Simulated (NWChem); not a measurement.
CH4ClFSi; SMILES C[SiH](F)Cl

Program: NWChem. The level has its own optimisation; frequencies are unscaled.

### Question
Estimate the computed values for BLYP/def2-SVP. Quantities: r C–Si (Å); r F–Si (Å); r Cl–Si (Å); r H–Si (Å); highest harmonic frequency (cm⁻¹); lowest (cm⁻¹); zero-point energy (kcal/mol); dipole (D).

### Answer
* **r C–Si (Å)**: 1.872
* **r F–Si (Å)**: 1.639
* **r Cl–Si (Å)**: 2.088
* **r H–Si (Å)**: 1.492
* **highest harmonic frequency (cm⁻¹)**: 3054
* **lowest (cm⁻¹)**: 147
* **zero-point energy (kcal/mol)**: 30.5
* **dipole (D)**: 2.06
